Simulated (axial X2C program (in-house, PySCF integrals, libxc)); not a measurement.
## How long does TaF take?

A bond scan computed with an in-house all-electron X2C program for linear molecules (integrals from PySCF). Basis: Ta dyall-cv3z [13s14p9d7f4g], F dyall-av3z [7s6p3d2f] (cores contracted in-house).

The run was started with this input:
```json
{"zs": [73, 9], "q": 0, "bas": ["dyall-cv3z", "dyall-av3z"], "levels": ["PBE0", "HF", "PBE50"], "cc": true, "r0": 2.1, "thr": -2.0, "nmax": 110, "npts": 10, "nst": 2, "ntry": 8}
```
```bash
python so2c.py task.json out
```

Keys: zs atomic numbers; q charge; bas basis sets; levels methods; cc coupled cluster on or off; r0 starting distance in Å; thr threshold in hartree for freezing inner shells (an s shell follows its p shell); nmax most natural virtual spinors; npts points on the curve; nst determinants followed; ntry starts of the search. HF also brings MP2.

Hardware: 1 thread of AMD EPYC 9R45 96-Core Processor (Zen 5), with other jobs on the host.

Wall time of one point of each curve, integrals apart:

| Hamiltonian | level | points | seconds a point |
| --- | --- | --- | --- |
| spin-free | PBE0 | 10 | 0.54 |
| spin-free | HF | 10 | 0.38 |
| spin-free | CCSD(T) (20 electrons, 110 virtuals) | 7 | 21 |
| spin-free | PBE50 | 10 | 0.57 |
| 2c | PBE0 | 10 | 0.89 |
| 2c | HF | 10 | 1.2 |
| 2c | CCSD(T) (20 electrons, 110 virtuals) | 7 | 23 |
| 2c | PBE50 | 10 | 1.5 |

The rest:

Search with its distance optimisation 120 s, atoms 66 s, whole task 550 s. Coupled cluster runs on the points near the minimum only. The program drops outer points, and coupled cluster, when its time limit (not in the input) nears; MP2, further determinants and curves that did not converge are not in the table.
